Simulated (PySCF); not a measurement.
Run record: geometry optimisation, `[SeH2]` (hydrogen selenide).

Computed with PBE0-D3(BJ)/def2-SVP geometry optimisation, gas phase (PySCF 2.14.0). Start geometry: GFN2-xTB. The command runs a driver script over a list of jobs; the input below is this job's line of settings and its coordinates in Å.

Command:
```bash
OMP_NUM_THREADS=1 python probes_run.py task.json out
```

Input:
```
{"job": {"xc": "PBE0", "basis": "def2-SVP", "d3": "d3bj", "grid": 1, "kind": "geom"}, "charge": 0, "multiplicity": 1}
Se     0.010780     0.667810    -0.004890
H     -1.022260    -0.331580    -0.020840
H      1.034440    -0.341300     0.000630
```

Output:
```
step   0  E = -2402.16622252  max force = 0.020598
step   1  E = -2402.16706130  max force = 0.004006
step   2  E = -2402.16711067  max force = 0.000352
step   3  E = -2402.16711088  max force = 0.000008
optimisation converged
```

Energies in Eh; «max force» is the largest Cartesian gradient component in Eh/bohr.

Question: Give the first gradient maximum in eV/Å.

Answer: With 1 Eh/bohr = 51.422 eV/Å, 1.059 eV/Å.

In short: final energy -2402.16711 Eh after 3 steps; dipole 0.96 D.

Question: Where do the atoms end?

Answer: 0.021 Å rms from the input after alignment:
```
atom  x, y, z in Å
Se1    0.0107    0.6834   -0.0049
H2    -1.0443   -0.3395   -0.0206
H3     1.0565   -0.3490    0.0004
```

Rough CPU time on one thread of a shared machine: about 1.6 s.
Labels such as C1 count atoms from 1, the log's own numbers from 0.
